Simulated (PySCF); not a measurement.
Simulated Ti 2p region for `[H][Ti]([F])([F])[F]` (TiHF3), binding energy against the vacuum level.

Every computed line was given a Gaussian of 0.8 eV full width at half maximum and an area set by the number of equivalent atoms (split 2:1 within a doublet); the highest printed point is 100. Method: delta-SCF UKS SCAN, pcX-2 on the ionised atom (unc-x2c-TZVPall on a metal), pcseg-1 elsewhere, spin-free X2C (PySCF 2.14.0).

(binding energy (eV), intensity): (464.8, 1), (465.0, 5), (465.2, 17), (465.4, 43), (465.6, 78), (465.8, 100), (466.0, 90), (466.2, 58), (466.4, 26), (466.6, 8), (466.8, 2), (467.0, 0), (467.2, 0), (467.4, 0), (467.6, 0), (467.8, 0), (468.0, 0), (468.2, 0), (468.4, 0), (468.6, 0), (468.8, 0), (469.0, 0), (469.2, 0), (469.4, 0), (469.6, 0), (469.8, 0), (470.0, 0), (470.2, 0), (470.4, 0), (470.6, 1), (470.8, 4), (471.0, 13), (471.2, 29), (471.4, 45), (471.6, 50), (471.8, 39), (472.0, 22), (472.2, 8), (472.4, 2), (472.6, 0)

How many maxima does the curve show, and how many computed lines lie under it?

The curve has 2 maxima (at 465.8 and 471.6 eV). Under it lie 2 lines from 1 inequivalent titanium site, drawn as a 2p3/2, 2p1/2 pair.

Decompose the envelope and assign each component. Bonds: Ti1–F3, Ti1–F4, Ti1–F5. Hydrogens: H2 on Ti1.

| position (eV) | relative area | line | atoms | environment |
| --- | --- | --- | --- | --- |
| 465.84 | 0.67 | Ti 2p3/2 | Ti1 | titanium bonded to 3 F and H |
| 471.56 | 0.33 | Ti 2p1/2 | Ti1 | titanium bonded to 3 F and H |

No satellites, vibrations or lifetime broadening are included. 2p3/2 and 2p1/2 are the ΔSCF energy of one spin-free 2p hole plus the eigenvalues of a spin–orbit and ligand-field matrix of the shell. 2p1/2 minus 2p3/2 (ligand field included): Ti 5.72 eV. Satellites of the metal's 2p lines aren't described. Geometry: PBE0-D3(BJ)/def2-SVP; no solvent, vibrations or thermal averaging. Metal 2p energies of this one-determinant scheme are less reliable than its 1s energies.
